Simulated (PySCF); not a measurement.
Species: C3H10N2Si.
Atom-mapped SMILES: `[CH2:1]=[CH:2][CH2:3][SiH:4]([NH2:5])[NH2:6]` (hydrogens: H7, H8 on C1; H9 on C2; H10, H11 on C3; H12 on Si4; H13, H14 on N5; H15, H16 on N6)

Geometry (GFN2-xTB, Å), atoms numbered from 1 in this order:
```
atom  x, y, z in Å
C1     2.7159   -0.1574    0.2594
C2     1.6633    0.2942   -0.4001
C3     0.4702   -0.5139   -0.7527
Si4   -0.9826   -0.1295    0.4378
N5    -2.3717   -0.8424   -0.3001
N6    -1.4322    1.5257    0.6271
H7     3.5480    0.4751    0.5187
H8     2.7876   -1.1889    0.5644
H9     1.6185    1.3374   -0.6896
H10    0.1634   -0.2922   -1.7755
H11    0.7154   -1.5742   -0.7012
H12   -0.6167   -0.5697    1.7910
H13   -2.3152   -1.8080   -0.5797
H14   -3.2608   -0.6716    0.1406
H15   -1.9789    1.9533   -0.1031
H16   -0.7317    2.1711    0.9515
```

Computed with PySCF 2.14.0, density-fitted response routines, TDDFT wB97X-D/def2-SVPD, vertical, gas phase, core orbitals frozen in the response.

```csv
state,E (eV),λ (nm),f,"main configurations (H = HOMO, L = LUMO)"
S1,6.53,189.9,0.104,H→L (86%)
S2,6.90,179.7,0.031,"H-1→L+1 (46%), H→L+1 (32%)"
S3,6.98,177.7,0.232,"H-1→L+1 (26%), H→L+2 (23%), H→L+1 (20%)"
S4,7.16,173.2,0.040,"H→L+2 (36%), H→L+3 (28%), H-2→L (15%)"
S5,7.30,169.8,0.048,"H→L+1 (26%), H→L+2 (23%), H-1→L+1 (11%)"
S6,7.66,161.9,0.025,"H→L+3 (40%), H-2→L (15%), H-1→L (12%)"
S7,7.72,160.6,0.069,"H-1→L (60%), H-2→L (16%)"
S8,7.95,155.9,0.015,"H→L+4 (40%), H-2→L+1 (20%), H→L+5 (12%)"
```

Triplets, Tamm–Dancoff:

| state | E (eV) | λ (nm) | main configurations (H = HOMO, L = LUMO) |
| --- | --- | --- | --- |
| T1 | 4.44 | 278.9 | H→L (58%), H-2→L (16%), H→L+2 (8%) |
| T2 | 6.55 | 189.3 | H-2→L (27%), H→L (23%), H→L+2 (19%) |
| T3 | 6.67 | 185.9 | H-1→L+1 (58%), H→L+1 (13%), H-1→L+2 (11%) |

The lowest singlet lies at 6.53 eV (190 nm, vacuum ultraviolet) and is of moderate strength; its leading configuration is HOMO→LUMO (86%). The most intense listed level is S3 at 6.98 eV (178 nm, f = 0.232), 0.45 eV above S1. Löwdin shares by element: HOMO carbon 59%, nitrogen 13% or more (atoms not listed hold the other 28%); LUMO carbon 56%, silicon 9% (atoms not listed hold the other 34%). The oscillator strengths of these states sum to 0.563; summed over the whole spectrum of an exact calculation they would give the number of electrons, 56 (Thomas–Reiche–Kuhn). The listed states span 1.42 eV, and the widest gap between neighbours is 0.37 eV (S1 to S2). Orbital energies (eV): HOMO-3 -11.47, HOMO-2 -9.60, HOMO-1 -9.43, HOMO -8.63, LUMO 2.05, LUMO+1 2.22, LUMO+2 2.73. No computed singlet lies in the visible range (380 to 750 nm); the lowest, at 190 nm, stands 3.27 eV above its violet end (3.26 eV). Only the lowest 8 singlets were computed, as vertical energies without vibronic structure.

The run took 62 s of wall time on one thread, x86-64 server, no GPU, shared host.

One conformer stands for the species.
